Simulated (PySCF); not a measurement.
# Computed properties of VOF₃, SMILES [F][V]([F])([F])=[O], multiplicity 1

VOF3, SMILES [O]=[V]([F])([F])[F], multiplicity 1. The structure is a stationary point at B3LYP-D3(BJ)/def2-SVP. The spin state was assumed, not searched. The values are those of a single conformer. All values are computed for the isolated molecule unless a solvent is named; none is compared with measurement here.

**Structure.** The optimised structure has C3v symmetry. All 9 harmonic modes at B3LYP-D3(BJ)/def2-SVP (PySCF) are real, so it is a minimum. With heavy atoms numbered as in [V:1](=[O:2])([F:3])([F:4])[F:5], the shortest bond between them is V1–O2 at 1.545 Å and the longest V1–F4 at 1.708 Å.

**Vibrations.** The strongest infrared lines (harmonic, unscaled, degenerate partners summed) lie at 840 cm⁻¹ (362 km/mol, F 62 %, V 38 %), 1174 cm⁻¹ (156 km/mol, O 73 %, V 27 %), 753 cm⁻¹ (41 km/mol, F 90 %). The softest mode is at 212 cm⁻¹ and the zero-point energy is 7.1 kcal/mol.

**Electronic structure.** PBE0/def2-TZVP (PySCF) places the frontier levels at -11.44 and -4.09 eV, a gap of 7.35 eV, and gives a dipole moment of 0.29 D and a mean polarisability of 32.2 bohr³. PBE/def2-TZVP (PySCF) at the same geometry gives -9.56 and -4.88 eV, so its gap is 2.67 eV narrower. An orbital gap is neither the optical nor the fundamental gap.

**Excitations.** TDA-CAM-B3LYP/def2-SVPD (PySCF) has S1 at 4.82 eV (257 nm, f = 0.000, dark); the most intense of the 10 singlets computed lies at 5.40 eV (f = 0.01). Strengths of degenerate partners are summed. T1 (TDA) is at 4.17 eV, 0.65 eV under S1. TDA-PBE/def2-SVPD (PySCF) puts S1 at 4.65 eV. No vertical singlet excitation falls in the visible range (under 3.1 eV).

**NMR.** GIAO shifts at KT2/pcSseg-1 (PySCF) (non-relativistic, atoms alike by connectivity averaged): ¹⁹F at 329.4 ppm against CFCl3.
